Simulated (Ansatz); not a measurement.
H$_{4}$NO$_{3}$V (`[NH]=[V]([OH])([OH])[OH]`) at its PBE0-D4/def2-TZVP geometry, where that method's forces vanish. Total charge 0; spin multiplicity 1.

```
atom   x (Å)   y (Å)   z (Å)
  N1  -0.431   1.602  -0.080
  V2   0.018   0.069   0.060
  O3  -0.704  -0.549   1.569
  O4   1.801   0.051   0.107
  O5  -0.546  -0.901  -1.306
  H6  -0.648   2.588  -0.049
  H7  -0.647  -1.502   1.701
  H8   2.213  -0.817   0.031
  H9  -1.057  -0.539  -2.033
```

(1) For each bond, give half the difference of the two atoms' forces along it (eV/Å; positive pushes the atoms apart) under PBE-D4, r2SCAN-D4, B3LYP-D4, ωB97M-V in def2-TZVPP. (Best estimate.)

Answers

(1) The calculation gave: 
```tsv
bond	length (Å)	PBE-D4	r2SCAN-D4	B3LYP-D4	ωB97M-V
N1–V2	1.603	0.98	0.77	0.49	-0.24
N1–H6	1.010	-0.36	-0.41	-0.35	0.06
V2–O3	1.784	0.11	0.07	0.15	0.14
V2–O4	1.784	0.11	0.07	0.15	0.14
V2–O5	1.768	0.04	0.04	0.15	0.12
O3–H7	0.964	0.34	0.00	-0.06	-0.08
O4–H8	0.964	0.34	0.00	-0.06	-0.08
O5–H9	0.959	0.28	-0.04	-0.08	-0.09
```

B3LYP here is the variant with VWN-RPA as its local correlation; programs differ in this.

Program: Ansatz 0.2.0.
